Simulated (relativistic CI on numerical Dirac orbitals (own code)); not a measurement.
**Hyperfine structure of Ag41+, mass number 107**

Calculated at this level of theory: Dirac-Coulomb-Breit CI, KLI orbitals optimised for each configuration, model QED (radiative potential, 1s self-energy scaled to tabulated hydrogen-like ionisation energies), unscaled Slater integrals (own radial code, finite nucleus).

Configurations in the expansion (outside the closed core 1s2): 2s2 2p2, 2s 2p3, 2p4, 2p3 3s, 2p3 3p, 2p3 3d, 2s2 2p 3s, 2s2 2p 3p, 2s2 2p 3d, 2s 2p2 3s, 2s 2p2 3p, 2s 2p2 3d, 2s2 2p 4s, 2s2 2p 4p, 2s2 2p 4d, 2s2 2p 4f. Levels of other configurations are missing.

Nuclear spin I = 1/2, μ = -0.11352 μN (tables of Stone and Pyykkö). The electronic factors are computed for point nuclear moments, without core polarisation or the Bohr-Weisskopf and QED corrections.

| Level | E (10³ cm⁻¹) | A (GHz) |
| --- | --- | --- |
| 2s2 2p2 3P_1 | 1414.3 | 11.99 |
| 2s2 2p2 1D_2 | 1528.0 | -100.6 |
| 2s2 2p2 3P_2 | 3023.6 | -46.65 |
| 2s 2p3 3D°_2 | 3972.8 | -183.1 |
| 2s 2p3 3D°_3 | 4213.5 | -219 |
| 2s 2p3 1D°_2 | 4638.6 | -2.658 |
| 2s 2p3 3P°_2 | 5901.4 | -248.4 |

Levels with J = 0, under 50 % of one LS term, or S terms without an open s electron are left out. Small factors come from cancelling terms and can be off by tens of per cent or more.

At this charge energies of transitions that change n are usually good to better than 1 %, and those within a shell (Δn = 0) to a few per cent.

(1) Give the hyperfine levels of 2s2 2p2 1D_2 relative to its centre of gravity.

## Answers

(1) With K = F(F + 1) − I(I + 1) − J(J + 1), E = AK/2: F = 3/2: 151, F = 5/2: -100.6 GHz.

LS names give the leading component of a level, which can be under half, so a name can repeat, a term be missing and a line seem to break the LS rules.
